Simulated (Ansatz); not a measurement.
Cartesian coordinates in Å:
```
C 1.141 0.579 0.911
B -0.004 0.029 -0.010
C 0.364 -0.795 -1.293
C -1.509 0.254 0.367
H 0.857 1.420 1.547
H 2.053 0.829 0.363
H 1.422 -0.245 1.585
H -0.386 -1.538 -1.576
H 1.351 -1.263 -1.266
H 0.391 -0.068 -2.119
H -1.704 1.190 0.895
H -1.775 -0.551 1.070
H -2.201 0.159 -0.474
```

The species carries charge 0 and has multiplicity 1.

(1) List the PBE0/def2-TZVPP orbital energies in eV (the Gaussian-basis code of Ansatz). (An estimate is asked.)

Answers

(1) Ansatz gave: Occupied: -277.19, -277.19, -277.19, -184.07, -20.19, -18.88, -18.87, -12.29, -11.58, -11.57, -11.56, -10.62, -10.59, -10.23, -8.50, -8.49. Lowest empty: -0.10, 0.83, 2.19, 2.20, 2.73, 2.98, 3.19, 3.47.
